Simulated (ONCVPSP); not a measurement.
# Cutoff test, Rb, ONCV

```
Element                 : rubidium
Generator               : ONCVPSP 4.0.1
Type                    : optimised norm-conserving Vanderbilt (ONCV)
Functional              : PBEsol
Relativity              : scalar-relativistic
Frozen core             : [Ar] 3d10
Valence charge          : 9
Reference configuration : 4s2 4p6 (charge +1)
Partial waves           : 4s: rc 1.95 bohr, ncon 4, nbas 9, qcut 6.2 1/bohr, 2 projectors, debl 1.5 Ha; 4p: rc 2.00 bohr, ncon 3, nbas 6, qcut 6.5 1/bohr, 2 projectors, debl 3.9 Ha; d scattering state at 0.08 Ha: rc 1.65 bohr, ncon 4, nbas 9, qcut 5 1/bohr, 1 projector
Local potential         : polynomial inside 1.35 bohr (lpopt 1, dvloc0 -1 Ha)
Core correction         : Teter function fitted to the true core (icmod 2), fcfact 0.6
```

**Question.** For each optimised wave give the share of its norm inside rc, the residual kinetic energy above qcut (Ha) and the cutoffs (Ha) for errors of 10, 1, 0.1 and 0.01 mHa per electron.

**Answer.**

```json
{"wave": "4s", "norm inside rc": "0.840", "residual KE": "2.1e-06", "10 mHa": "9.7", "1 mHa": "13.1", "0.1 mHa": "15.7", "0.01 mHa": "17.7"}
{"wave": "s projector 2", "norm inside rc": "0.120", "residual KE": "3.8e-06", "10 mHa": "9.2", "1 mHa": "13.2", "0.1 mHa": "16.1", "0.01 mHa": "18.5"}
{"wave": "4p", "norm inside rc": "0.720", "residual KE": "7.7e-07", "10 mHa": "4.8", "1 mHa": "10.5", "0.1 mHa": "15.2", "0.01 mHa": "18.0"}
{"wave": "p projector 2", "norm inside rc": "0.109", "residual KE": "1.4e-05", "10 mHa": "7.2", "1 mHa": "13.8", "0.1 mHa": "18.4", "0.01 mHa": "23.6"}
{"wave": "d projector 1", "norm inside rc": "0.062", "residual KE": "1.3e-04", "10 mHa": "5.2", "1 mHa": "8.9", "0.1 mHa": "13.3", "0.01 mHa": "92.8"}
```

The occupied waves need 13 Ha and 16 Ha for 1 and 0.1 mHa.
